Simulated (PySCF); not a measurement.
Input of a run (PBE0-D3(BJ)/def2-SVP geometry optimisation, gas phase (PySCF 2.14.0)), started from GFN2-xTB:
```
{"job": {"xc": "PBE0", "basis": "def2-SVP", "d3": "d3bj", "grid": 1, "kind": "geom"}, "charge": 0, "multiplicity": 1}
C      3.140333    -0.273100     0.478360
C      1.839489     0.439427     0.668411
O      1.685336     1.567870     1.029486
O      0.798503    -0.392295     0.365602
C     -0.482300     0.084620     0.586241
O     -1.347324    -0.762690     1.247405
C     -1.585284    -0.578205    -0.119188
C     -2.828469     0.199698    -0.500879
F     -3.080421     1.208444     0.333086
F     -3.917245    -0.573404    -0.537443
F     -2.692119     0.727497    -1.728525
H      3.057971    -1.004446    -0.319222
H      3.381815    -0.795212     1.402980
H      3.925805     0.447301     0.270900
H     -0.524386     1.141469     0.841819
H     -1.379303    -1.428029    -0.762961
```

Output (energies in Eh, forces in Eh/bohr):
```
step   0  E = -717.45705231  max force = 0.013750
step   1  E = -717.45852975  max force = 0.004996
step   2  E = -717.45876215  max force = 0.002393
step   3  E = -717.45885375  max force = 0.001856
step   4  E = -717.45894143  max force = 0.002003
step   5  E = -717.45901312  max force = 0.002314
step   6  E = -717.45910233  max force = 0.001720
step   7  E = -717.45908425  max force = 0.002233
step   8  E = -717.45917144  max force = 0.001008
step   9  E = -717.45919133  max force = 0.000408
step  10  E = -717.45918404  max force = 0.000966
step  11  E = -717.45918858  max force = 0.000925
step  12  E = -717.45920910  max force = 0.000544
step  13  E = -717.45922757  max force = 0.000489
step  14  E = -717.45924525  max force = 0.000768
step  15  E = -717.45926384  max force = 0.000679
step  16  E = -717.45928409  max force = 0.000332
step  17  E = -717.45930307  max force = 0.000164
step  18  E = -717.45932120  max force = 0.000206
step  19  E = -717.45933902  max force = 0.000225
step  20  E = -717.45935680  max force = 0.000219
step  21  E = -717.45937451  max force = 0.000247
step  22  E = -717.45939102  max force = 0.000260
step  23  E = -717.45940846  max force = 0.000257
step  24  E = -717.45942531  max force = 0.000234
step  25  E = -717.45943943  max force = 0.000198
optimisation converged
```

Q: Summarise the run.

A: The energy falls by 1.5 kcal/mol over 26 energy and gradient evaluations, the largest force component goes from 0.0138 to 2.0e-04 Eh/bohr, and the atoms move by 0.326 Å rms after alignment. Among the bonds, C5–O6, C5–C7 and C1–H12 change most and about equally (-0.014 to +0.013 Å). Bonds longer at the end by more than 0.005 Å: 7 of 16; shorter: 3. Among the dihedrals that turn most is C2–O4–C5–O6, from -133° to -110°. The energy rose by more than 1e-6 Eh at steps 7 and 10. The first step brought 62 % of the lowering.

Q: What are the final bond lengths?

A: C1–C2 1.495 Å, C2=O3 1.196 Å, C2–O4 1.365 Å, O4–C5 1.382 Å, C5–O6 1.393 Å, O6–C7 1.411 Å, C7–C8 1.506 Å, C8–F9 1.330 Å, C8–F10 1.331 Å, C8–F11 1.335 Å, C5–C7 1.454 Å, C1–H12 1.099 Å, C1–H13 1.101 Å, C1–H14 1.095 Å, C5–H15 1.094 Å, C7–H16 1.097 Å. Numbering counts from 1 in the input's order; the species is `CC(=O)O[C@@H]1O[C@H]1C(F)(F)F`.

The run used 179 basis functions and 171 SCF cycles in all. Time: 4.9 min. Hardware: x86-64 server, one thread, shared host.

No PBE0-D3(BJ)/def2-SVP frequencies stand behind this structure, so it isn't proved a minimum. One conformer, not necessarily the lowest.
